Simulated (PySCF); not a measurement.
## Assigning NMR signals

Mapped SMILES: `[CH3:1][c:2]1[cH:3][cH:4][cH:5][c:6]([CH3:7])[cH:8]1`. Hydrogens are named by the atom that carries them.

- PBE0-D3(BJ)/def2-TZVP structure
- NMR shieldings at PBE0/pcSseg-2/GIAO
- run in PySCF 2.14
- no solvent model, relativity neglected, averaged over atoms made equivalent by symmetry, fast rotation or ring inversion, a single conformation

Referencing at the same level of theory: TMS for 13C and 1H.

Q: Assign these signals to the numbered atoms. 13C{1H} NMR (computed): δ 148.8, 139.4, 138.1, 135.4, 24.3.

A: 
148.8 → C2/C6, substituted aromatic carbon
139.4 → C8, aromatic CH: the aromatic region
138.1 → C4, aromatic CH
135.4 → C3/C5, aromatic CH
24.3 → C1/C7, methyl carbon on an aromatic ring: a saturated carbon with 1 carbon neighbour and no heteroatom attached

C8 and C4 lie closer than the usual error of such a calculation, so a measured spectrum could show them in the other order.

Q: Assign these signals to the numbered atoms. 1H NMR (400 MHz, computed): δ 7.47 (t, 1H), 7.39 (s, 1H), 7.30 (d, 2H), 2.41 (s, 6H).

A: 
7.47 → H(C4), hydrogen on an aromatic CH: the ring current deshields protons in the ring plane
7.39 → H(C8), hydrogen on an aromatic CH
7.30 → H(C3)/H(C5), hydrogen on an aromatic CH
2.41 → H(C1)/H(C7), hydrogen on a methyl carbon on an aromatic ring: benzylic-type position, deshielded by the ring

H(C4) and H(C8); H(C8) and H(C3)/H(C5) lie closer than the usual error of such a calculation, so a measured spectrum could show them in the other order.

Shifts are as computed. Against solution values, carbons near 30 ppm lie about +3 ppm off and those near 130 ppm about +9 ppm. Of 1211 compounds with measured shifts, 218 miss one by over three times the rms of a fit or turn the order of signals round; such compounds aren't used in these exercises. Multiplicities follow the n + 1 count of equivalent neighbours, as no J values were calculated; m marks all less simple cases, F and P coupling included.
